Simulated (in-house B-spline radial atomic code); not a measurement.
Orbital energies and mean radii along the 9-electron series, configuration 1s2 2s2 2p1/2(2) 2p3/2(3). The effective charge is n√(-2ε), a non-relativistic measure. Computed with an all-electron radial atomic-structure program (B-spline basis): Dirac-Hartree-Fock, jj configuration that fills j = l - 1/2 first, finite nuclei.

```
  ion   Z  energy of 2p1/2 (Eh)  mean radius of 2p1/2 (bohr)  energy of 1s1/2 (Eh)  mean radius of 1s1/2 (bohr)  energy of 2s1/2 (Eh)  mean radius of 2s1/2 (bohr)  energy of 2p3/2 (Eh)  mean radius of 2p3/2 (bohr)  effective charge of 2p1/2
Cu20+  29                 -67.1                      0.19655               -366.07                     0.052011               -71.654                      0.22737               -66.353                      0.19945                     23.169
Zn21+  30               -73.153                      0.18872               -393.98                     0.050192               -77.902                      0.21869               -72.275                      0.19171                     24.191
Ga22+  31                     ?                            ?                     ?                            ?                     ?                            ?                     ?                            ?                          ?
Ge23+  32                     ?                            ?                     ?                            ?                     ?                            ?                     ?                            ?                          ?
As24+  33               -92.925                      0.16843               -484.15                     0.045397               -98.269                      0.19609               -91.553                       0.1717                     27.265
Se25+  34               -100.06                      0.16255               -516.37                     0.043986                -105.6                      0.18951               -98.484                      0.16592                     28.293
Br26+  35               -107.47                      0.15705               -549.68                     0.042655               -113.22                      0.18334               -105.67                      0.16051                     29.321
Kr27+  36               -115.15                      0.15188               -584.09                     0.041397                -121.1                      0.17753               -113.11                      0.15544                     30.351
Rb28+  37               -123.11                      0.14703                -619.6                     0.040207               -129.27                      0.17206                -120.8                      0.15068                     31.383
Sr29+  38               -131.36                      0.14245               -656.23                     0.039078               -137.72                       0.1669               -128.74                       0.1462                     32.417
Zr31+  40               -148.69                      0.13403               -732.83                     0.036988               -155.48                      0.15738               -145.39                      0.13798                     34.489
Nb32+  41               -157.78                      0.13016               -772.82                     0.036019               -164.79                      0.15299                -154.1                       0.1342                     35.528
Mo33+  42               -167.17                      0.12648               -813.96                     0.035094               -174.39                      0.14882               -163.06                      0.13062                     36.569
Tc34+  43               -176.84                      0.12298               -856.24                     0.034212               -184.28                      0.14485               -172.28                      0.12722                     37.613
Ru35+  44                -186.8                      0.11966               -899.68                     0.033369               -194.46                      0.14107               -181.75                      0.12399                     38.658
Rh36+  45                     ?                            ?                     ?                            ?                     ?                            ?                     ?                            ?                          ?
Pd37+  46               -207.63                      0.11346               -990.06                     0.031789               -215.73                      0.13401               -201.47                      0.11799                     40.756
Ag38+  47               -218.49                      0.11057              -1037.02                     0.031049               -226.82                      0.13072               -211.71                      0.11519                     41.808
Cd39+  48               -229.65                       0.1078              -1085.16                     0.030338               -238.22                      0.12756               -222.21                      0.11253                     42.863
```

Q: Fill in the row of Ga22+.

A: energy of 2p1/2 (Eh): -79.473; mean radius of 2p1/2 (bohr): 0.18146; energy of 1s1/2 (Eh): -422.96; mean radius of 1s1/2 (bohr): 0.048491; energy of 2s1/2 (Eh): -84.419; mean radius of 2s1/2 (bohr): 0.21063; energy of 2p3/2 (Eh): -78.448; mean radius of 2p3/2 (bohr): 0.18455; effective charge of 2p1/2: 25.215.

Q: Fill in the row of Ge23+.

A: energy of 2p1/2 (Eh): -86.064; mean radius of 2p1/2 (bohr): 0.17471; energy of 1s1/2 (Eh): -453.02; mean radius of 1s1/2 (bohr): 0.046896; energy of 2s1/2 (Eh): -91.208; mean radius of 2s1/2 (bohr): 0.20311; energy of 2p3/2 (Eh): -84.875; mean radius of 2p3/2 (bohr): 0.17789; effective charge of 2p1/2: 26.239.

Q: Fill in the row of Rh36+.

A: energy of 2p1/2 (Eh): -197.07; mean radius of 2p1/2 (bohr): 0.11649; energy of 1s1/2 (Eh): -944.28; mean radius of 1s1/2 (bohr): 0.032562; energy of 2s1/2 (Eh): -204.95; mean radius of 2s1/2 (bohr): 0.13746; energy of 2p3/2 (Eh): -191.48; mean radius of 2p3/2 (bohr): 0.12091; effective charge of 2p1/2: 39.706.

Q: How does the screening of 2p1/2 change?

A: Z less the effective charge goes from 5.83 at Z = 29 to 5.14 at Z = 48.
